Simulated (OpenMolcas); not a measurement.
# Computed transition rates of Br+

| Property | Result |
| --- | --- |
| Program | OpenMolcas 26.06 |
| Method | SS-CASPT2, IPEA 0.25 Eh, imaginary shift 0.1 Eh (closed shells correlated: 3d) |
| Basis | ANO-RCC-VTZP [6s5p3d1f] |
| Scalar Hamiltonian | DKH2, point nucleus |
| Active space | 6 electrons in 8 orbitals (4s 4p 5s 5p) |
| State averaging | 2S+1 = 3 even, 3 roots; 2S+1 = 1 even, 6 roots; 2S+1 = 3 odd, 1 root; 2S+1 = 1 odd, 5 roots |
| Spin-orbit coupling | RASSI with atomic mean-field integrals over the reference wave functions, term energies averaged over their components |

Rates come from the transition moments of the reference wave functions (E1 and E2 in the length form). At fixed line strength A goes as λ^-3 for E1 and M1 and as λ^-5 for E2, so a rate at the computed wavelength can be rescaled to the measured one. Measured vacuum wavelengths follow from level energies in NIST Handbook of Basic Atomic Spectroscopic Data. Branching counts decays inside the model space alone, at computed energies, and the table is only a selection of the E2 and M1 lines, drawn from those between levels with measured partners whose computed energy lies within a factor of 1.5 of the measured one.

```json
{"Upper": "4s² 4p⁴ ¹S₀", "Lower": "4s² 4p⁴ ³P₁", "Type": "M1", "λ computed (nm)": "391.5", "λ measured (nm)": "404.4", "A computed (s-1)": "1.97e+01", "A rescaled (s-1)": "", "Branching %": "84.2"}
{"Upper": "4s² 4p⁴ ¹S₀", "Lower": "4s² 4p⁴ ¹D₂", "Type": "E2", "λ computed (nm)": "638.3", "λ measured (nm)": "633.8", "A computed (s-1)": "3.37e+00", "A rescaled (s-1)": "3.49e+00", "Branching %": "14.4"}
{"Upper": "4s² 4p⁴ ¹D₂", "Lower": "4s² 4p⁴ ³P₂", "Type": "M1", "λ computed (nm)": "789", "λ measured (nm)": "827.2", "A computed (s-1)": "1.72e+00", "A rescaled (s-1)": "", "Branching %": "85.2"}
{"Upper": "4s² 4p⁴ ³P₁", "Lower": "4s² 4p⁴ ³P₂", "Type": "M1", "λ computed (nm)": "3576", "λ measured (nm)": "3188", "A computed (s-1)": "4.83e-01", "A rescaled (s-1)": "6.82e-01", "Branching %": "100.0"}
{"Upper": "4s² 4p⁴ ¹S₀", "Lower": "4s² 4p⁴ ³P₂", "Type": "E2", "λ computed (nm)": "352.9", "λ measured (nm)": "358.8", "A computed (s-1)": "3.17e-01", "A rescaled (s-1)": "", "Branching %": "1.4"}
{"Upper": "4s² 4p⁴ ¹D₂", "Lower": "4s² 4p⁴ ³P₁", "Type": "M1", "λ computed (nm)": "1012", "λ measured (nm)": "1117", "A computed (s-1)": "2.77e-01", "A rescaled (s-1)": "", "Branching %": "13.7"}
{"Upper": "4s² 4p⁴ ¹D₂", "Lower": "4s² 4p⁴ ³P₂", "Type": "E2", "λ computed (nm)": "789", "λ measured (nm)": "827.2", "A computed (s-1)": "2.03e-02", "A rescaled (s-1)": "", "Branching %": "1.0"}
{"Upper": "4s² 4p⁴ ³P₀", "Lower": "4s² 4p⁴ ³P₁", "Type": "M1", "λ computed (nm)": "13830", "λ measured (nm)": "14270", "A computed (s-1)": "2.00e-02", "A rescaled (s-1)": "1.82e-02", "Branching %": "97.4"}
{"Upper": "4s² 4p⁴ ³P₀", "Lower": "4s² 4p⁴ ³P₂", "Type": "E2", "λ computed (nm)": "2841", "λ measured (nm)": "2606", "A computed (s-1)": "5.41e-04", "A rescaled (s-1)": "8.33e-04", "Branching %": "2.6"}
```

Spin-changing lines and M1 lines between different terms are not rescaled, since their strength hangs on the term gaps too.

The largest correction is for 4s² 4p⁴ ³P₀ → 4s² 4p⁴ ³P₂ (E2): 5.41e-04 × (2841 / 2606)^5 = 8.33e-04 s-1, a factor of 1.54.

No measured rate stands beside these. Rescaling mends the energy factor alone: line strengths can still be far off where a level mixes with configurations outside the active space, and weak or spin-changing lines hang on small mixing coefficients that depend on the term gaps too, so rescaling need not improve them.

Term energies are means over components that CASPT2 splits; among the terms shown or strongly mixed into the levels shown the widest spread is 62 cm-1 (4s² 4p⁴ ¹D). The run also gave levels led by 4s² 4p³ 5s, which use shells meant for correlation; these and all levels above them are left out. Computed and measured levels are paired by configuration, term and J; levels that our copy of the source lacks, or whose pairing is in doubt (as where it misses far off the trend of its configuration), stay unpaired. Levels of configurations outside the active space are missing.
